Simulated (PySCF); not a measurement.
# What a mistake does to a calculation on BCGe2H6

Calculated results; nothing here was measured. The program is PySCF 2.14.0, an open-source quantum chemistry code, run on an isolated molecule that a program drew, which may never have been made. The molecule is BCGe2H6 (charge 0, doublet), drawn as the SMILES string `[GeH2]=[CH][B][GeH3]`.

Each row is a Hartree-Fock (HF) and frozen-core CCSD(T) single point in the cc-pVDZ basis, meant for a local HF minimum. Run 1 is clean. Each other run has one planted mistake out of seven kinds, and not every kind appears here: one electron removed, one electron added, multiplicity raised by two, geometry at a saddle point, minimal basis STO-3G, one bond length entered in bohr, all coordinates scaled. The reference is restricted for singlets and unrestricted otherwise, and also for a bond in bohr. Adding or removing an electron swaps singlet and doublet. Electrons count all cores. HOMO and LUMO are orbital energies over both spins, the gradient is its largest component, and the lowest frequency (negative if imaginary) is given only where the gradient is small. Bond lengths are over the 9 bonds as drawn. T1 is the CCSD diagnostic: over 0.02 (restricted) or 0.045 (unrestricted) a single reference is doubtful. Germanium has the cc-pVDZ-PP basis, with a core potential (ECP10MDF) in place of its 10 inner electrons, and its 3s, 3p and 3d shells are frozen in CCSD(T).

Geometry of the clean run:
```xyz
10
BCGe2H6, angstrom
Ge   -0.9657   -1.6650   -0.4521
C    -0.0220   -0.0377   -0.9108
B     1.3439   -0.0219   -0.6696
Ge    3.3615   -0.0844   -0.2716
H    -1.8344   -2.1695   -1.6184
H     0.0297   -2.7595   -0.0247
H    -0.6153    0.7792   -1.3044
H     3.9076    1.3361   -0.4340
H     3.6115   -0.5609    1.1598
H     4.0804   -1.0171   -1.2465
```

| run | electrons | basis functions | <S^2> | HOMO (eV) | LUMO (eV) | gradient (hartree/bohr) | lowest frequency (cm^-1) | mean bond (Å) | longest bond (Å) | T1 | HF (hartree) | CCSD(T) (hartree) | mistake |
|---|---|---|---|---|---|---|---|---|---|---|---|---|---|
| 1 | 81 | 104 | 0.802 | -7.81 | 1.15 | 2.6e-05 | 26 | 1.5702 | 2.057 | 0.0215 | -652.70904 | -653.17056 | no fault |
| 2 | 80 | 104 | 0.000 | -14.76 | -6.04 | 6.1e-02 | - | 1.5702 | 2.057 | 0.0209 | -652.45149 | -652.90777 | one electron removed |
| 3 | 81 | 104 | 3.774 | -6.46 | -0.36 | 1.2e-01 | - | 1.5702 | 2.057 | 0.0156 | -652.62286 | -653.04856 | multiplicity raised by two |
| 4 | 82 | 104 | 0.000 | -0.61 | 6.33 | 4.9e-02 | - | 1.5702 | 2.057 | 0.0334 | -652.69515 | -653.19586 | one electron added |
| 5 | 81 | 104 | 0.968 | -7.97 | 0.78 | 4.2e-02 | - | 1.7131 | 2.245 | 0.0399 | -652.64818 | -653.12441 | all coordinates scaled |
| 6 | 81 | 104 | 1.679 | -7.93 | 0.55 | 1.7e-02 | - | 1.7214 | 2.890 | 0.0401 | -652.61116 | -653.05835 | ? |

**Which mistake was planted in run 6, and what did it cost?**

The mean bond changes by a factor of 1.096 and the longest by 1.405, so the molecule wasn't scaled as a whole. A length L in bohr read as angstrom grows by (1/0.5292 - 1) L = 0.890 L. The 9 bonds together grew by 9 x 0.1512 = 1.361 Å, which gives L = 1.529 Å. That is the length of one of the Ge-H bonds, 1.529 Å in the clean geometry. So the mistake is: one bond length entered in bohr. Subtracting run 1 and multiplying by 627.51 kcal/mol a hartree, the energy moved by 61.4 kcal/mol in HF and 70.4 kcal/mol in CCSD(T).

Cautions from the logs. Run 2: T1 is over the limit, so its CCSD(T) energy is less reliable; run 4: T1 is over the limit, so its CCSD(T) energy is less reliable.
